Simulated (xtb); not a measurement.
F2Zn, charge -1, doublet, from a rough starting geometry (GFN-xTB shapes and energies of metal compounds can be far from the true ones) (a state made from the parent by changing its charge; the spin is typed, not shown lowest); GFN2-xTB (xtb).

Input for xtb:
```
$ xtb mol.xyz --gfn 2 --chrg -1 --uhf 1 --opt vtight --json

# file mol.xyz
3

Zn    -0.01878943     0.05720925     0.03400275
F     -0.28409077     1.23254594    -1.09367482
F      0.20391086    -1.27842746     1.10221795
```

It wrote (shortened):

```
   ID    Z sym.   atoms
    1   30 Zn     1
    2    9 F      2, 3

           -------------------------------------------------
          |                Calculation Setup                |
           -------------------------------------------------

           -------------------------------------------------
          |                 G F N 2 - x T B                 |
           -------------------------------------------------

          ...................................................
          :                      SETUP                      :
          :.................................................:
          :  # basis functions                  12          :
          :  # atomic orbitals                  12          :
          :  # shells                            6          :
          :  # electrons                        17          :
          :  max. iterations                   250          :
          :  Hamiltonian                  GFN2-xTB          :
          :  restarted?                      false          :
          :  GBSA solvation                  false          :
          :  PC potential                    false          :
          :  electronic temp.          300.0000000     K    :
          :  accuracy                    1.0000000          :
          :  -> integral cutoff          0.2500000E+02      :
          :  -> integral neglect         0.1000000E-07      :
          :  -> SCF convergence          0.1000000E-05 Eh   :
          :  -> wf. convergence          0.1000000E-03 e    :
          :  Broyden damping             0.4000000          :
          :  net charge                         -1          :
          :  unpaired electrons                  1          :
          ...................................................

 iter      E             dE          RMSdq      gap      omega  full diag
   1    -10.2060672 -0.102061E+02  0.106E+01    2.68       0.0  T
   2    -10.2105410 -0.447385E-02  0.564E+00    3.37       1.0  T
   3    -10.2113018 -0.760717E-03  0.114E+00    4.07       1.0  T
   4    -10.2115174 -0.215619E-03  0.281E-01    4.12       1.0  T
   5    -10.2115172  0.180755E-06  0.895E-02    4.07       1.0  T
   6    -10.2115262 -0.903355E-05  0.132E-02    4.07       4.4  T
   7    -10.2115263 -0.960859E-07  0.389E-03    4.07      14.9  T
   8    -10.2115264 -0.299003E-07  0.246E-03    4.07      23.4  T
   9    -10.2115264 -0.771098E-08  0.543E-05    4.07    1064.0  T
  10    -10.2115264 -0.340705E-11  0.226E-05    4.07    2558.8  T

   *** convergence criteria satisfied after 10 iterations ***

         :::::::::::::::::::::::::::::::::::::::::::::::::::::
         ::                     SUMMARY                     ::
         :::::::::::::::::::::::::::::::::::::::::::::::::::::
         :: total energy             -10.204172084963 Eh    ::
         :: gradient norm              0.136235144315 Eh/a0 ::
         :: HOMO-LUMO gap              4.071797818049 eV    ::
         ::.................................................::
         :: SCC energy               -10.211526375654 Eh    ::
         :: -> isotropic ES            0.238270285096 Eh    ::
         :: -> anisotropic ES          0.002364560572 Eh    ::
         :: -> anisotropic XC         -0.001583477603 Eh    ::
         :: -> dispersion             -0.000857161712 Eh    ::
         :: repulsion energy           0.007354290690 Eh    ::
         :: add. restraining           0.000000000000 Eh    ::
         :: total charge              -1.000000000000 e     ::
         :::::::::::::::::::::::::::::::::::::::::::::::::::::

      -----------------------------------------------------------
     |                   =====================                   |
     |                        A N C O P T                        |
     |                   =====================                   |
     |               Approximate Normal Coordinate               |
[...]
 * total energy  :   -10.2930404 Eh     change       -0.1547156E-02 Eh
 * total energy  :   -10.2952620 Eh     change       -0.2221607E-02 Eh
 * total energy  :   -10.2977308 Eh     change       -0.2468786E-02 Eh
 * total energy  :   -10.2979854 Eh     change       -0.2546398E-03 Eh
 * total energy  :   -10.2980081 Eh     change       -0.2261909E-04 Eh
 * total energy  :   -10.2980314 Eh     change       -0.2331148E-04 Eh
 * total energy  :   -10.2981035 Eh     change       -0.7211279E-04 Eh
 * total energy  :   -10.2981627 Eh     change       -0.5925221E-04 Eh
 * total energy  :   -10.2981906 Eh     change       -0.2788350E-04 Eh
 * total energy  :   -10.2981945 Eh     change       -0.3872094E-05 Eh
 * total energy  :   -10.2981949 Eh     change       -0.3837149E-06 Eh
 * total energy  :   -10.2981949 Eh     change       -0.1178586E-07 Eh
   *** GEOMETRY OPTIMIZATION CONVERGED AFTER 19 ITERATIONS ***
         :: total energy             -10.298194893478 Eh    ::
[...]
         :: HOMO-LUMO gap              6.675054633748 eV    ::
         ::.................................................::
         :: SCC energy               -10.298445186904 Eh    ::
         :: -> isotropic ES            0.232089837648 Eh    ::
         :: -> anisotropic ES          0.000665109088 Eh    ::
         :: -> anisotropic XC         -0.000759064931 Eh    ::
         :: -> dispersion             -0.000853446464 Eh    ::
         :: repulsion energy           0.000250293426 Eh    ::
         :: add. restraining           0.000000000000 Eh    ::
         :: total charge              -1.000000000000 e     ::
         :::::::::::::::::::::::::::::::::::::::::::::::::::::

           -------------------------------------------------
          |                Property Printout                |
           -------------------------------------------------

    * Orbital Energies and Occupations

         #    Occupation            Energy/Eh            Energy/eV
      -------------------------------------------------------------
         1        2.0000           -0.4912852             -13.3685
         2        2.0000           -0.4887231             -13.2988
         3        2.0000           -0.2303809              -6.2690
         4        2.0000           -0.2022666              -5.5040
         5        2.0000           -0.2009236              -5.4674
         6        2.0000           -0.1988879              -5.4120
         7        2.0000           -0.1961708              -5.3381
         8        2.0000           -0.1940409              -5.2801
         9        1.0000           -0.1079455              -2.9373 (HOMO)
        10                          0.1373583               3.7377 (LUMO)
        11                          0.3625840               9.8664
        12                          0.4381230              11.9219
      -------------------------------------------------------------
                  HL-Gap            0.2453037 Eh            6.6751 eV
             Fermi-level           -0.0681434 Eh           -1.8543 eV

     #   Z          covCN         q      C6AA      α(0)
     1  30 Zn       1.206     0.154   123.670    21.732
     2   9 F        0.603    -0.577    16.021     4.721
     3   9 F        0.603    -0.577    16.021     4.721

 Mol. C6AA /au·bohr⁶  :        348.814402
 Mol. C8AA /au·bohr⁸  :      16622.677004
 Mol. α(0) /au        :         31.174671

Wiberg/Mayer (AO) data.
largest (>0.10) Wiberg bond orders for each atom

 ---------------------------------------------------------------------------
     #   Z sym  total        # sym  WBO       # sym  WBO       # sym  WBO
 ---------------------------------------------------------------------------
     1  30 Zn   1.329 --     2 F    0.665     3 F    0.665
     2   9 F    0.726 --     1 Zn   0.665
     3   9 F    0.726 --     1 Zn   0.665
 ---------------------------------------------------------------------------

Topologies differ in total number of bonds
Writing topology from bond orders to xtbtopo.mol

molecular dipole:
                 x           y           z       tot (Debye)
 q only:        0.444       0.749       0.743
   full:        0.406       0.673       0.666       2.619
molecular quadrupole (traceless):
                xx          xy          yy          xz          yz          zz
 q only:        5.078       1.584      -3.529      -1.719       7.675      -1.549
  q+dip:        5.721       1.441      -3.908      -2.103       7.677      -1.813
   full:        7.176       1.219      -4.791      -2.933       8.009      -2.385

optimized geometry written to: xtbopt.xyz

           -------------------------------------------------
          | TOTAL ENERGY              -10.298194893478 Eh   |
          | GRADIENT NORM               0.000005080557 Eh/α |
          | HOMO-LUMO GAP               6.675054633748 eV   |
           -------------------------------------------------
```
